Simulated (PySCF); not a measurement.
SeCl₃, SMILES Cl[Se+](Cl)Cl, charge +1. Heavy atoms are numbered as in [Se+:1]([Cl:2])([Cl:3])[Cl:4].

Geometry: ωB97X-D3(BJ)/def2-SVP. The multiplicity is an assumed one; other spin states were not compared. The isomer is the one that the SMILES or the coordinates give; other isomers of the formula were not compared.

The numbers are results of PBE/pcSseg-1 (PySCF), not measurements.

GIAO shieldings, no solvent; atoms alike by connectivity are averaged. δ = σ(ref) − σ: ⁷⁷Se against Me2Se (σ = 1634.8 ppm); ³⁵Cl against HCl (σ = 936.5 ppm), references at their B3LYP-D3(BJ)/def2-TZVP geometries, non-relativistic (without spin–orbit terms, shifts of atoms bonded to Cl or Br come out too high).

```tsv
nucleus	atoms	count	δ (ppm)
⁷⁷Se	Se1	1	1594.0
³⁵Cl	Cl2	3	782.0
```
